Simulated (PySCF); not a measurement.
C₂H₃O (SMILES [CH2]C=O), doublet, geometry from GFN2-xTB, atoms displaced at random by about 0.03 Å a coordinate; TPSS/def2-SVP, gradient (PySCF).

PySCF was given this input:
```python
from pyscf import gto, scf, dft

mol = gto.Mole()
mol.atom = '''
    O     1.106653    0.286529   -0.444653
    C     0.054038    0.305313    0.208346
    H    -0.185281    1.234223    0.874986
    C    -1.032784   -0.526863    0.165085
    H    -1.948497   -0.406050    0.685971
    H    -0.917357   -1.460538   -0.462468
'''
mol.basis = 'def2-svp'
mol.charge = 0
mol.spin = 1
mol.verbose = 4
mol.build()

mf = dft.UKS(mol)
mf.xc = 'tpss'
mf.conv_tol = 1e-11
mf.kernel()
g = mf.nuc_grad_method()
grad = g.kernel()
```

Output, abridged:

```
PySCF version 2.14.0

[INPUT] verbose = 4
[INPUT] num. atoms = 6
[INPUT] num. electrons = 23
[INPUT] charge = 0
[INPUT] spin (= nelec alpha-beta = 2S) = 1
[INPUT] symmetry False subgroup None
[INPUT] Mole.unit = angstrom
[INPUT] Symbol           X                Y                Z      unit          X                Y                Z       unit  Magmom
[INPUT]  1 O      1.106653000000   0.286529000000  -0.444653000000 AA    2.091271084928   0.541461336746  -0.840272390466 Bohr   0.0
[INPUT]  2 C      0.054038000000   0.305313000000   0.208346000000 AA    0.102117020319   0.576957952269   0.393716879149 Bohr   0.0
[INPUT]  3 H     -0.185281000000   1.234223000000   0.874986000000 AA   -0.350130346086   2.332343446639   1.653483902829 Bohr   0.0
[INPUT]  4 C     -1.032784000000  -0.526863000000   0.165085000000 AA   -1.951678905833  -0.995626775167   0.311965437274 Bohr   0.0
[INPUT]  5 H     -1.948497000000  -0.406050000000   0.685971000000 AA   -3.682125684537  -0.767323292880   1.296297319394 Bohr   0.0
[INPUT]  6 H     -0.917357000000  -1.460538000000  -0.462468000000 AA   -1.733553488453  -2.760016814520  -0.873937861375 Bohr   0.0

nuclear repulsion = 63.7033557388594
number of shells = 27
number of NR pGTOs = 93
number of NR cGTOs = 57
basis = def2-svp
ecp = {}

******** <class 'pyscf.dft.uks.UKS'> ********
method = UKS
initial guess = minao
damping factor = 0
level_shift factor = 0
DIIS = <class 'pyscf.scf.diis.CDIIS'>
diis_start_cycle = 1
diis_space = 8
diis_damp = 0
SCF conv_tol = 1e-11
SCF conv_tol_grad = None
SCF max_cycles = 50
direct_scf = True
direct_scf_tol = 1e-13
number electrons alpha = 12  beta = 11
XC library pyscf.dft.libxc version 7.1.2
    S. Lehtola, C. Steigemann, M. J. T. Oliveira, and M. A. L. Marques,  SoftwareX 7, 1–5 (2018)
XC functionals = tpss
    J. Tao, J. P. Perdew, V. N. Staroverov, and G. E. Scuseria,  Phys. Rev. Lett. 91, 146401 (2003)
    J. P. Perdew, J. Tao, V. N. Staroverov, and G. E. Scuseria,  J. Chem. Phys. 120, 6898 (2004)
    J. Tao, J. P. Perdew, V. N. Staroverov, and G. E. Scuseria,  Phys. Rev. Lett. 91, 146401 (2003)
    J. P. Perdew, J. Tao, V. N. Staroverov, and G. E. Scuseria,  J. Chem. Phys. 120, 6898 (2004)
radial grids:
    Treutler-Ahlrichs [JCP 102, 346 (1995); DOI:10.1063/1.469408] (M4) radial grids

becke partition: Becke, JCP 88, 2547 (1988); DOI:10.1063/1.454033
pruning grids: <function nwchem_prune>
grids dens level: 3
symmetrized grids: False
atomic radii adjust function: <function treutler_atomic_radii_adjust>
small_rho_cutoff = 0
Set gradient conv threshold to 3.16228e-06
tot grids = 71744
init E= -153.255799121471

cycle= 1 E= -152.939801408107  delta_E= 0.316  |g|= 0.55  |ddm|=  1.8
cycle= 2 E= -151.058336823905  delta_E= 1.88  |g|= 1.91  |ddm|= 3.48
cycle= 3 E= -153.056519616757  delta_E=   -2  |g|= 0.162  |ddm|= 3.24
cycle= 4 E= -153.061648093975  delta_E= -0.00513  |g|= 0.145  |ddm|= 0.325
cycle= 5 E= -153.073518253342  delta_E= -0.0119  |g|= 0.0201  |ddm|= 0.139
cycle= 6 E= -153.073719007062  delta_E= -0.000201  |g|= 0.0116  |ddm|= 0.0267
cycle= 7 E= -153.07381414546  delta_E= -9.51e-05  |g|= 0.0029  |ddm|= 0.0223
cycle= 8 E= -153.073823349458  delta_E= -9.2e-06  |g|= 0.000901  |ddm|= 0.00613
cycle= 9 E= -153.073824030219  delta_E= -6.81e-07  |g|= 0.000397  |ddm|= 0.00183
cycle= 10 E= -153.073824129455  delta_E= -9.92e-08  |g|= 7.79e-05  |ddm|= 0.00069
cycle= 11 E= -153.073824138311  delta_E= -8.86e-09  |g|= 2.49e-05  |ddm|= 0.00032
cycle= 12 E= -153.073824139069  delta_E= -7.58e-10  |g|= 1.11e-05  |ddm|= 9.51e-05
cycle= 13 E= -153.073824139215  delta_E= -1.46e-10  |g|= 6.49e-06  |ddm|= 4.38e-05
cycle= 14 E= -153.073824139264  delta_E= -4.93e-11  |g|= 3.52e-06  |ddm|= 2.52e-05
cycle= 15 E= -153.073824139276  delta_E= -1.16e-11  |g|= 8.68e-07  |ddm|= 1.52e-05
cycle= 16 E= -153.073824139276  delta_E= -4.83e-13  |g|= 4.06e-07  |ddm|= 2.37e-06
Extra cycle  E= -153.073824139277  delta_E= -1.71e-13  |g|= 8.5e-07  |ddm|= 1.21e-06
converged SCF energy = -153.073824139277  <S^2> = 0.76382841  2S+1 = 2.0137809

******** <class 'pyscf.grad.uks.Gradients'> for <class 'pyscf.dft.uks.UKS'> ********
unit = Eh/Bohr
grid_response = False
--------------- UKS gradients ---------------
         x                y                z
0 O    -0.0027535917     0.0139191460     0.0035097475
1 C    -0.0098747193    -0.0759119387    -0.0253866200
2 H    -0.0118270035     0.0134196608     0.0077001182
3 C    -0.0005793326     0.0716690249     0.0381295983
4 H     0.0191704678    -0.0091477087    -0.0150529778
5 H     0.0059420045    -0.0139608490    -0.0088857050
----------------------------------------------
```
